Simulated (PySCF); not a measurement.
**Computed properties of 4-methylidene-2,3-dihydropyrrole (C5H7N), SMILES C=C1C=NCC1**

4-methylidene-2,3-dihydropyrrole (C₅H₇N), SMILES C=C1C=NCC1. The structure is a stationary point at PBE0-D3(BJ)/def2-SVP. The values are those of a single conformer. All values are computed for the isolated molecule unless a solvent is named; none is compared with measurement here.

**Structure.** The optimised structure has Cs symmetry. All 33 harmonic modes at PBE0-D3(BJ)/def2-SVP (PySCF) are real, so it is a minimum. With heavy atoms numbered as in [CH2:1]=[C:2]1[CH:3]=[N:4][CH2:5][CH2:6]1, the shortest bond between them is C3–N4 at 1.275 Å and the longest C5–C6 at 1.544 Å.

**Vibrations.** The strongest infrared lines (harmonic, unscaled, degenerate partners summed) lie at 921 cm⁻¹ (34 km/mol, H 73 %, C 27 %), 1721 cm⁻¹ (31 km/mol, C 54 %, N 42 %), 3066 cm⁻¹ (28 km/mol, H 94 %). The softest mode is at 56 cm⁻¹ and the zero-point energy is 69.2 kcal/mol.

**Electronic structure.** CAM-B3LYP/def2-TZVP (PySCF) places the frontier levels at -8.32 and -0.01 eV, a gap of 8.31 eV, and gives a dipole moment of 2.05 D and a mean polarisability of 65.4 bohr³. PBE/def2-TZVP (PySCF) at the same geometry gives -6.01 and -2.11 eV, so its gap is 4.41 eV narrower. An orbital gap is neither the optical nor the fundamental gap.

**Excitations.** TDA-CAM-B3LYP/def2-SVPD (PySCF) has S1 at 4.94 eV (251 nm, f = 0.004, weak); the most intense of the 10 singlets computed lies at 6.11 eV (f = 0.60). T1 (TDA) is at 3.27 eV, 1.67 eV under S1. TDA-PBE/def2-SVPD (PySCF) puts S1 at 4.24 eV. No vertical singlet excitation falls in the visible range (under 3.1 eV).

**NMR.** GIAO shifts at HF/pcSseg-1 (PySCF) (non-relativistic, atoms alike by connectivity averaged): ¹³C from 26.5 to 175.2 ppm against TMS; ¹H from 2.5 to 8.0 ppm against TMS.

**Solvation.** SMD-M06-2X/6-31G* (PySCF) gives -5.7 kcal/mol in water, -5.7 kcal/mol in chloroform, -5.0 kcal/mol in diethylether (1 M in both phases, gas-phase geometry); of these solvents chloroform holds the molecule best.
